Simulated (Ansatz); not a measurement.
Computed with Ansatz (a program for electronic structure) with frozen-core CCSD(T)/cc-pVDZ // PBE0-D3(BJ)/def2-SVP. The restricted HF reference is unstable towards unrestricted orbitals.

Ansatz 0.2 input:
```yaml
crystal:
  periodic: [false, false, false]
  atoms:
    - { symbol: Si, position_ang: [3.682096, 0.160816, -0.279063] }
    - { symbol: C, position_ang: [1.817458, 0.229935, -0.141311] }
    - { symbol: C, position_ang: [0.95227, -0.816745, -0.319507] }
    - { symbol: C, position_ang: [-0.422226, -0.453999, -0.147872] }
    - { symbol: C, position_ang: [-1.585799, -1.241376, -0.2483] }
    - { symbol: Cl, position_ang: [-1.442229, -2.922794, -0.635343] }
    - { symbol: C, position_ang: [-2.834685, -0.680826, -0.040529] }
    - { symbol: C, position_ang: [-2.949582, 0.68374, 0.273361] }
    - { symbol: C, position_ang: [-1.830749, 1.495436, 0.3822] }
    - { symbol: C, position_ang: [-0.57475, 0.917458, 0.170054] }
    - { symbol: S, position_ang: [0.971175, 1.703213, 0.245041] }
    - { symbol: H, position_ang: [4.16709, 1.086675, -1.3458] }
    - { symbol: H, position_ang: [4.32173, 0.557769, 1.010768] }
    - { symbol: H, position_ang: [4.051238, -1.24377, -0.618533] }
    - { symbol: H, position_ang: [1.269921, -1.830109, -0.567903] }
    - { symbol: H, position_ang: [-3.722911, -1.308595, -0.123187] }
    - { symbol: H, position_ang: [-3.942989, 1.108358, 0.433832] }
    - { symbol: H, position_ang: [-1.927061, 2.554811, 0.62636] }
basis:
  gaussian: { orbitals: cc-pVDZ }
correlation:
  method: ccsd_t
```

Output:

```
Functional definition: HF
1929 factors; integrals over basis functions are off by at most 1.1e-3 eV
mean field evaluation 1: about -39532.9144 eV, gradient 3.7e1 eV
mean field evaluation 2: about -39533.3902 eV, gradient 3.7e1 eV
mean field evaluation 4: about -39538.1930 eV, gradient 5.8e0 eV
mean field evaluation 8: about -39538.3245 eV, gradient 1.9e-1 eV
mean field evaluation 16: about -39537.0475 eV, gradient 1.6e1 eV
mean field -39538.32486155 eV, -1453.0066386228 hartree, gradient 1.6e-6 eV, S^2 0.000000; 0 other end points of the search recorded, 0 dependent functions left out; unrestricted orbitals would lower it
23 core orbitals not correlated
reference -39538.32486155 eV, -1453.0066386228 hartree; 28, 28 occupied and 150, 150 virtual orbitals, 1929 factors
second order -38.35769665 eV of doubles, -0.00000000 eV of singles
cycle   1  -38.58625594 eV  change   -2.3e-1 eV  update   1.7e-1
cycle   2  -39.78758232 eV  change    -1.2e0 eV  update   5.4e-2
cycle   3  -40.05968969 eV  change   -2.7e-1 eV  update   2.5e-2
cycle   4  -40.05616810 eV  change    3.5e-3 eV  update   7.0e-3
cycle   5  -40.05717683 eV  change   -1.0e-3 eV  update   3.9e-3
cycle   6  -40.05842425 eV  change   -1.2e-3 eV  update   1.2e-3
cycle   7  -40.05761979 eV  change    8.0e-4 eV  update   6.6e-4
cycle   8  -40.05752095 eV  change    9.9e-5 eV  update   3.0e-4
cycle   9  -40.05759023 eV  change   -6.9e-5 eV  update   1.3e-4
cycle  10  -40.05754530 eV  change    4.5e-5 eV  update   4.4e-5
perturbative correction -1.81654946 eV, -0.0667569612 hartree
Total energy: -39580.19895630 eV, -1454.5454832216 hartree
```

Cost: around 10 core-minutes (rough).
